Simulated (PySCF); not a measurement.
SMILES COCc1ccco1, singlet, GFN2-xTB optimised geometry.

```
16

C     -1.46    -1.95     2.36
O     -1.21    -2.56     1.12
C     -1.37    -1.70     0.02
C     -0.38    -0.58     0.00
C      0.99    -0.58     0.00
C      1.38     0.78     0.00
C      0.23     1.51     0.00
O     -0.84     0.69     0.00
H     -0.75    -1.14     2.56
H     -1.35    -2.72     3.12
H     -2.48    -1.54     2.41
H     -1.25    -2.33    -0.86
H     -2.38    -1.26     0.02
H      1.62    -1.44     0.00
H      2.38     1.16     0.00
H      0.04     2.56    -0.01
```

Density from PBE/def2-TZVP (PySCF) at that geometry.

Minimum of the electron density along straight lines between bonded atoms, close to the bond critical point (lines longer than 1.1 times the sum of covalent radii, or with two minima, are not listed):

| bond | length / Å | ρ at the minimum / e bohr⁻³ | ∇²ρ there / e bohr⁻⁵ | position (fraction from the first atom) |
|---|---|---|---|---|
| C1–O2 | 1.407 | 0.266 | -0.58 | 0.36 |
| O2–C3 | 1.411 | 0.266 | -0.59 | 0.63 |
| C3–C4 | 1.498 | 0.262 | -0.68 | 0.48 |
| C4–C5 | 1.364 | 0.331 | -0.94 | 0.52 |
| C5–C6 | 1.416 | 0.295 | -0.78 | 0.50 |
| C6–C7 | 1.359 | 0.334 | -0.96 | 0.48 |
| C4–O8 | 1.351 | 0.292 | -0.33 | 0.34 |
| C7–O8 | 1.344 | 0.296 | -0.28 | 0.34 |
| C1–H9 | 1.096 | 0.279 | -0.95 | 0.65 |
| C1–H10 | 1.088 | 0.284 | -0.99 | 0.65 |
| C1–H11 | 1.097 | 0.277 | -0.94 | 0.64 |
| C3–H12 | 1.094 | 0.282 | -0.98 | 0.65 |
| C3–H13 | 1.101 | 0.277 | -0.94 | 0.65 |
| C5–H14 | 1.070 | 0.289 | -1.03 | 0.65 |
| C6–H15 | 1.071 | 0.288 | -1.03 | 0.65 |
| C7–H16 | 1.072 | 0.293 | -1.06 | 0.65 |
